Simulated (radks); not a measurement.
Task: Successive ionisation energies (eV) of one element, from differences of total energies of ions in their ground configurations, starting at charge 16: 353.16, 389.23, 426.57, 614.30, 653.41, 693.16, 733.54, 774.56, 816.18. All-electron calculation, Dirac Kohn-Sham, PBE, spin-unpolarised, spherical densities, point nucleus; open shells fill j = l - 1/2 first. Program: a radial shooting solver on a logarithmic mesh with Libxc functionals. Which element is it?

Result: Terbium (Z = 65). The first species listed is Tb16+ in [Kr] 4d10 4f3, the last Tb24+ in [Kr] 4d5.
